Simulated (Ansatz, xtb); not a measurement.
# C6H6S: 4 structures ranked

4 gas-phase structures of C6H6S, from a drawn sample of its isomers (lower ones may exist). Each was relaxed with GFN2-xTB:

A. `C=C1CC(=S)C1=C`, a singlet
B. `S=C1C=CC=CC1`, a singlet
C. `Sc1ccccc1`, a singlet
D. `C#C/C=C/C(C)=S`, a singlet

Problem. Estimate their order in r2SCAN-D4/def2-SVP energy at these geometries, lowest first.

Solution. Calculated order at r2SCAN-D4/def2-SVP: C (0.0), B (101.6), A (239.5), D (281.7) kJ/mol.

Energies above the lowest of each column, in kJ/mol; the last columns are at PBE-D3(BJ)/def2-SVP geometries and were run for some of them only (a dash: not run or not comparable):

| structure | GFN2-xTB | HF/STO-3G | r2SCAN-D4/def2-SVP | PBE-D3(BJ)/def2-SVP | CCSD(T)/def2-SVP + ΔMP2/def2-TZVPP |
| --- | --- | --- | --- | --- | --- |
| C | 0.0 | 0.0 | 0.0 | 0.0 | 0.0 |
| B | 80.8 | 173.6 | 101.6 | 96.5 | 103.1 |
| A | 199.1 | 284.0 | 239.5 | 225.6 | 226.8 |
| D | 249.8 | 379.9 | 281.7 | – | – |

Every level run on C puts it lowest or level with the lowest. Flexible structures stand in one conformer each, not always the lowest. Frequencies (GFN2-xTB) were run for A, B, C alone. ΔMP2 is the change of the MP2 energy from the smaller to the larger basis.

Over these structures GFN2-xTB departs from r2SCAN-D4/def2-SVP by 12.9 kJ/mol on average once a common shift is removed. A GFN2-xTB relaxation took about 0.077 s and the r2SCAN-D4/def2-SVP energy about 1.8 s on a shared host (Ansatz 0.2.0, xtb 6.7.1).
